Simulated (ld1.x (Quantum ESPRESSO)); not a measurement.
## Configuration tests for Ge (PAW)

ld1.x (Quantum ESPRESSO) 7.5 input, shortened:

```
&input
   title='Ge', zed=32., rel=1, dft='PBE', iswitch=3,
   config='[Ar] 3d10 4s2 4p1'
 /
 &inputp
   pseudotype=3, lpaw=.true., tm=.true., lloc=-2, rcloc=1.50,
   nlcc=.true., rcore=1.40,
   which_augfun='PSQ', rmatch_augfun_nc=.true.
 /
4
4S  1  0   2.00   0.00  1.40  1.75  0.0
4S  1  0   0.00  -0.75  1.40  1.75  0.0
4P  2  1   1.00   0.00  1.90  2.10  0.0
4P  2  1   0.00  -0.50  1.90  2.10  0.0
 &test
   configts(1)='4s2 4p1'
 /
```

Energies are relative to the spin-unpolarised reference configuration 4s2 4p1; without spin polarisation the order of configurations can differ from experiment.

Give the all-electron excitation energy and the error of the potential for: 4s2 4p2; 4s2 4p0; 4s1 4p0; 4s2 4p2.3; 4s1 4p3; 4s0 4p4; 4s2 4p1.5.

```csv
valence configuration,charge,ΔE all-electron (eV),error AE − PS (meV)
4s2 4p2,0,-7.444,-4.7
4s2 4p0,+2,15.439,-26
4s1 4p0,+3,50.230,-249
4s2 4p2.3,-0.3,-8.328,-6.1
4s1 4p3,0,0.528,-2.6
4s0 4p4,0,8.751,-22
4s2 4p1.5,+0.5,-4.642,-1.6
```
